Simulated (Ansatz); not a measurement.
Two structures of ZnNH5O2, closed shell, reached by relaxing down either side of one saddle point (PBE0-D4/def2-TZVP). Energies are electronic, without zero-point energy. Computed with Ansatz 0.2.0 (basis: def2-TZVPP and def2-QZVPP); correlated methods freeze the cores. The 3s and 3p shells of Cu and Zn are frozen; filled d shells are correlated. Extrapolation: Hartree–Fock as exp(−7.88 √X), correlation as X^−2.97. First:

```xyz
9
angstrom
Zn 0.2075 0.3905 -0.6164
O 1.8575 0.7047 0.0733
O -1.2385 0.3530 -1.7029
H 0.3193 -0.7556 1.7300
N -0.4718 -0.7332 1.0960
H 2.4554 1.2147 -0.4731
H -1.1343 0.8091 -2.5384
H -0.7375 -1.6829 0.8657
H -1.2576 -0.3004 1.5659
```

Second:

```json
{"atom": "Zn1", "x (Å)": "-0.7339", "y (Å)": "-0.0222", "z (Å)": "-0.4871"}
{"atom": "O2", "x (Å)": "1.5688", "y (Å)": "0.2966", "z (Å)": "-0.0976"}
{"atom": "O3", "x (Å)": "-1.2646", "y (Å)": "0.6338", "z (Å)": "-2.0586"}
{"atom": "H4", "x (Å)": "1.2183", "y (Å)": "-0.0728", "z (Å)": "0.7454"}
{"atom": "N5", "x (Å)": "-0.5201", "y (Å)": "-0.7584", "z (Å)": "1.2122"}
{"atom": "H6", "x (Å)": "2.0404", "y (Å)": "1.1081", "z (Å)": "0.1039"}
{"atom": "H7", "x (Å)": "-0.5347", "y (Å)": "0.9393", "z (Å)": "-2.5999"}
{"atom": "H8", "x (Å)": "-0.6520", "y (Å)": "-1.7616", "z (Å)": "1.2581"}
{"atom": "H9", "x (Å)": "-1.1223", "y (Å)": "-0.3630", "z (Å)": "1.9237"}
```

Which bonds change from the first to the second?

ZnH₂O₂ ([OH][Zn][OH]) + NH₃ → ZnNH₃O ([NH2][Zn][OH]) + H₂O; bonds formed: O2–H4; dative contacts that become bonds: Zn1–N5; bonds broken: Zn1–O2, H4–N5.

Give the saddle point's structure and its height above each. (An estimate is asked for; the value comes from the calculation.)

By the calculation: 0.901 eV above the first and 0.270 eV above the second (CCSD(T) at an estimated basis limit (MP2 extrapolated from triple and quadruple zeta, plus CCSD(T) − MP2 in triple zeta)).
Zn1  (-0.470, 0.089, -0.619)
O2  (1.476, 0.232, 0.030)
O3  (-1.312, 0.607, -2.115)
H4  (0.820, -0.239, 0.912)
N5  (-0.388, -0.712, 1.167)
H6  (1.999, 1.013, 0.212)
H7  (-0.720, 1.000, -2.759)
H8  (-0.484, -1.714, 1.265)
H9  (-0.921, -0.277, 1.907)
(Å)

No T1 diagnostic of these runs exceeds 0.016.

Labels in which every atom is bracketed show which atoms are joined, not bond orders.

For scale, one of the runs: CCSD(T)/def2-TZVPP, 227 basis functions, launched by `ansatz run in.yaml --threads 8 --pin off --events-out ev --progress --plain --max-ram 19148MiB`. The run took 86 s on 8 CPU threads of an Arm Neoverse V1 (shared host), with 4 GiB of host memory at its peak.
